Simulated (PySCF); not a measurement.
Two species compared at the same levels of theory.

First species: 1,2-benzenedithiol, C6H6S2.
Numbering: `[SH:1][c:2]1[cH:3][cH:4][cH:5][cH:6][c:7]1[SH:8]` (hydrogens: H9 on S1; H10 on C3; H11 on C4; H12 on C5; H13 on C6; H14 on S8)

Second species: InH2F.
Geometry (PBE0-D3(BJ)/def2-SVP, Å), atoms numbered from 1 in this order:
```xyz
4
FH2In angstrom
In     0.0637    0.1708   -0.0015
H      1.7782    0.1774    0.0080
H     -1.2058    1.3223   -0.0247
F     -0.6361   -1.6706    0.0182
```

Levels: B3LYP/def2-SVPD for dipole moment, HOMO energy, LUMO energy, HOMO–LUMO gap and static isotropic polarisability; TDDFT B3LYP/def2-SVPD for lowest singlet excitation; PBE0-D3(BJ)/def2-SVP for rotational constant A and rotational constant C. Geometries: PBE0-D3(BJ)/def2-SVP. Each species is one conformer at its optimised geometry, gas phase (atoms past krypton carry core potentials, spin–orbit coupling is left out); the electronic structure was computed with PySCF and density fitting.

The conformers computed, where there is a choice (atom-mapped SMILES and torsion angles):
- `[SH:1][c:2]1[cH:3][cH:4][cH:5][cH:6][c:7]1[SH:8]`: H–S1–C2–C3 -11°, H–S8–C7–C6 139°

Task: Which has the higher HOMO energy?

Result: The first: -6.23 eV against -8.60 eV, a difference of 2.37 eV.

Task: Which of the two has the higher LUMO energy, and by how much?

Result: The first: -0.88 eV against -2.23 eV, a difference of 1.35 eV.

Task: Which has the higher dipole moment?

Result: The second: 3.21 D against 1.97 D, a difference of 1.24 D.

Task: Which has the higher rotational constant A?

Result: The second: 98.172 GHz against 1.967 GHz, a difference of 96.205 GHz.

Task: Which has the higher rotational constant C?

Result: The second: 7.217 GHz against 0.823 GHz, a difference of 6.394 GHz.

Task: Which of the two has the higher static isotropic polarisability, and by how much?

Result: The first: 113.8 au against 36.8 au, a difference of 77.0 au.

Task: Which of the two has the higher HOMO–LUMO gap, and by how much?

Result: The second: 6.37 eV against 5.35 eV, a difference of 1.02 eV.

Task: Which of the two has the higher S1 energy, and by how much?

Result: The second: 5.26 eV against 4.52 eV, a difference of 0.74 eV.

On the first: S1 lies 0.83 eV below the HOMO–LUMO gap. The principal polarisabilities are 70.0, 127.2 and 144.2 au; their mean is the isotropic value.

On the second: The polarisability is 5.45 Å³ as a volume (1 au = 0.148185 Å³). No computed singlet falls in the visible range (750 to 380 nm, 1.65 to 3.26 eV); S1 lies 2.00 eV above its blue end. Atoms past krypton carry effective core potentials; spin–orbit coupling is left out.
